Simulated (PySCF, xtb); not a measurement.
Te(OH)(SH) (H₂OSTe), SMILES O[Te]S. The values are those of a single conformer.

Harmonic wavenumbers (cm⁻¹) from GFN2-xTB in xtb 6.7.1 at its own minimum, in rising order: 160, 255, 291, 369, 524, 729, 922, 2417, 3600.

Task: What does B3LYP-D3(BJ)/def2-TZVP (PySCF) give at its own minimum? (An estimate is asked for; the answer gives what the named calculation found.)

Result: 168, 350, 356, 380, 589, 774, 999, 2644, 3792. Paired by order, the mean absolute difference is 87 cm⁻¹ and the zero-point energies are 13.2 and 14.4 kcal/mol.
